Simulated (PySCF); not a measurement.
C5H7BO2S, SMILES OB(Cc1sccc1)O, singlet at its GFN2-xTB optimised geometry (Å):

```
16

O     -0.5980    -1.8485    -0.0175
B      0.0547    -0.6715     0.0000
O      1.4084    -0.6715     0.0000
C     -0.8320     0.6806     0.0000
C     -0.2445     1.7655     0.8286
C     -0.6344     2.2077     2.0531
C      0.1943     3.2291     2.5761
C      1.2144     3.5532     1.7477
S      1.1812     2.6166     0.2997
H     -0.0249    -2.6166    -0.0349
H      1.8373     0.1858     0.0160
H     -1.8373     0.4618     0.3582
H     -0.9232     1.0214    -1.0348
H     -1.4944     1.8197     2.5689
H      0.0296     3.6995     3.5291
H      1.9874     4.2832     1.8799
```

Method: PBE0/def2-TZVP (PySCF). Cells within 0.4 Å of a nucleus heavier than hydrogen are left out (blank, or x).

Map of the Laplacian of the electron density (e/bohr⁵), clipped to [-1.50, 1.50] on the plane z = 0.6 Å:

```
|222222222222222222222222222|
|222222222222222222222222222|
|222222222222222222222222222|
|222222222222222222222222222|
|222222222222222222222222222|
|222222222222222192222222222|
|2222222222222229x9122222222|
|222222222222210499122222222|
|222222222222xx0111222222222|
|222222222231x82222222222222|
|222222222331022222222222222|
|222222222222232222222222222|
|222222220123222222222222222|
|222222222232222333322222222|
|222222222222222345422222222|
|222222222222232344422222222|
|222222222223322344322222222|
|222222222234432222222222222|
|222222222244542222222222222|
|222222222234432222222222222|
|222222222223322222222222222|
|222222222222222222222222222|
|222222222222222222222222222|
|222222222222222222222222222|
|222222222222222222222222222|
|222222222222222222222222222|
|222222222222222222222222222|
```
Scale: ten equal steps from -0.457 (start of '0') to 1.50 (end of '9'), in the order '0123456789'; x runs from -5.00 to 5.00, y from -5.00 (bottom) to 5.00 (top).
